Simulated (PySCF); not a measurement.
B3LYP has the VWN-RPA correlation part, as in Gaussian. 

Z-matrix (Å, degrees):
```
B
H 1 1.1869
H 1 1.1869 2 129.64
```
Charge 0, spin multiplicity 2.

Q: What is the computed highest occupied spin orbital, dipole moment and total energy (B3LYP-D3(BJ)/def2-TZVP run with PySCF 2.14.0)?

A: 
```
Property                            Result
-----------------------------  -----------
highest occupied spin orbital     -5.87 eV
dipole moment                       0.49 D
total energy                   -25.9471 Ha
```
